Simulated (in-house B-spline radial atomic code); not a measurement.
**RPA and G0W0 on LC-wPBE: Mg²⁺**

Configuration [He] 2s2 2p6, mean-field start LC-wPBE. Computed with a B-spline radial code for spherical atoms: all electrons, non-relativistic, point nucleus, each spin shell either full or empty, empty states to l = 9 with an (l + 1/2)⁻⁴ tail; G0W0 by contour deformation at full frequency.

Command:
```bash
python run_gw.py task.json out
```
Settings (radii: box in bohr, nucleus in fm):
```
Z                        12
electrons                10
configuration            [He] 2s2 2p6
hamiltonian              nr
method                   lc_wpbe
lmax                     9
spin_polarised           False
box_radius               17.55
intervals                48
```

Run time, properties included: 1.1 s on 1 thread of Arm Neoverse N1 (shared host).

Energies (hartree):

```
                                     term       value
                         mean-field total  -199.16246
Hartree-Fock functional on these orbitals  -198.82321
                      direct second order    -0.66334
                    second-order exchange     0.23528
                         SOSEX correction     0.21517
```

Problem. What is the RPA correlation energy, and what remains with SOSEX?

Solution. RPA gives -0.58409 hartree (-1.59 eV per electron); RPA + SOSEX gives -0.36892, and the second-order doubles -0.42806 hartree (no singles). RPA lacks exchange-type terms and so overcorrelates at short range.

Quasi-particle levels (eV):

| level | occupied | mean field | Σx - vxc | Σc | QP weight | G0W0 |
| --- | --- | --- | --- | --- | --- | --- |
| 2p | yes | -72.58 | -9.68 | ? | ? | ? |
| 2s | yes | -105.85 | -16.43 | 5.16 | 0.917 | -117.12 |
| 3s | no | -15.390 | 0.70 | -0.34 | 0.997 | -15.034 |

G0W0 = mean field + (Σx - vxc) + Σc, with Σc (partial-wave tail included) taken at the quasi-particle energy. Levels of low weight are left out.

Problem. Where does G0W0 put 2p?

Solution. At -80.37 eV, with Σc = 1.89 eV and a quasi-particle weight of 0.954. The tabulated removal energy is 80.144 eV (NIST, measured); the calculation leaves out relativity, Breit and QED terms, and what these don't explain is the method's own error.
